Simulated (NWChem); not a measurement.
Molecule: GeNH₃, singlet; SMILES [NH2][GeH]

Low-valent species are run as closed-shell singlets; no triplet was tried in these runs.

Problem. Give the equilibrium geometry at PBE0/def2-SVP (NWChem) as a Z-matrix, with the point group.

Solution. point group Cs; any orientation.
```
N
H 1 1.0146
H 1 1.0148 2 112.06
Ge 1 1.8143 2 126.28 3 180.00
H 4 1.6017 1 92.73 2 0.00
```
